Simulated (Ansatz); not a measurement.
A CCSD(T) single point on `[SiH3]O[SiH][SiH3]` radical.

```yaml
crystal:
  periodic: [false, false, false]
  atoms:
    - {symbol: Si, position_ang: [-1.775335, 1.202317, -0.080469]}
    - {symbol: O, position_ang: [-1.278075, -0.262895, 0.461022]}
    - {symbol: Si, position_ang: [-0.175708, -1.460869, 0.238346]}
    - {symbol: Si, position_ang: [1.969264, -0.652369, -0.238928]}
    - {symbol: H, position_ang: [-2.571098, 1.041426, -1.323763]}
    - {symbol: H, position_ang: [-2.610254, 1.825942, 0.973116]}
    - {symbol: H, position_ang: [-0.596097, 2.063037, -0.363861]}
    - {symbol: H, position_ang: [-0.221903, -2.326603, 1.453053]}
    - {symbol: H, position_ang: [2.517474, 0.255017, 0.809187]}
    - {symbol: H, position_ang: [2.867666, -1.830150, -0.378525]}
    - {symbol: H, position_ang: [1.939566, 0.088245, -1.528576]}
basis:
  gaussian: {orbitals: def2-TZVPP}
magnetization: {spin_polarized: true, initial_magnetization: 1}
correlation: {method: ccsd_t}
scf: {omitted_lower_state_checks: [cluster_reference]}
output: {orbitals: {seedname: orbitals}}
```

```sh
$ ansatz run in.yaml --threads 4 --pin off --events-out ev --progress --plain
```

The program prints (abridged):

```
Functional definition: HF
1454 factors; integrals over basis functions are off by at most 1.2e-3 eV
mean field evaluation 1: about -25734.0136 eV, gradient 2.7e1 eV
mean field evaluation 2: about -25734.0193 eV, gradient 2.7e1 eV
mean field evaluation 4: about -25737.7626 eV, gradient 3.2e0 eV
mean field evaluation 8: about -25737.8976 eV, gradient 2.7e-3 eV
mean field -25737.89763595 eV, -945.8502923476 hartree, gradient 7.5e-6 eV, S^2 0.759654; 0 other end points of the search recorded, 0 dependent functions left out
16 core orbitals not correlated: weight in the atoms' cores, before any rotation towards them, 1.000 or more for the frozen orbitals, at most 0.000 for the correlated occupied ones
reference -25737.89763595 eV, -945.8502923476 hartree; 13, 12 occupied and 226, 227 virtual orbitals, 1454 factors
second order -15.98881086 eV of doubles, -0.00000000 eV of singles
cycle   1  -16.96454199 eV  change   -9.8e-1 eV  update   1.1e-1
cycle   2  -17.51663022 eV  change   -5.5e-1 eV  update   3.5e-2
cycle   3  -17.64441830 eV  change   -1.3e-1 eV  update   1.9e-2
cycle   4  -17.63656572 eV  change    7.9e-3 eV  update   5.8e-3
cycle   5  -17.63558752 eV  change    9.8e-4 eV  update   2.8e-3
cycle   6  -17.63575879 eV  change   -1.7e-4 eV  update   1.1e-3
cycle   7  -17.63557060 eV  change    1.9e-4 eV  update   5.0e-4
cycle   8  -17.63589154 eV  change   -3.2e-4 eV  update   2.2e-4
cycle   9  -17.63597425 eV  change   -8.3e-5 eV  update   8.7e-5
cycle  10  -17.63591166 eV  change    6.3e-5 eV  update   4.6e-5
cycle  11  -17.63592164 eV  change   -1.0e-5 eV  update   2.5e-5
perturbative correction -0.60527121 eV, -0.0222433066 hartree
Total energy: -25756.13882880 eV, -946.5206438205 hartree
Checks for a lower state left out: cluster_reference
```

Run time 12 min (4 threads of a server CPU on a shared host); peak host memory 4.8 GiB.

MP2 recovers 87.7 % of the CCSD(T) correlation energy and the triples give 3.3 %; T1 = 0.0150.
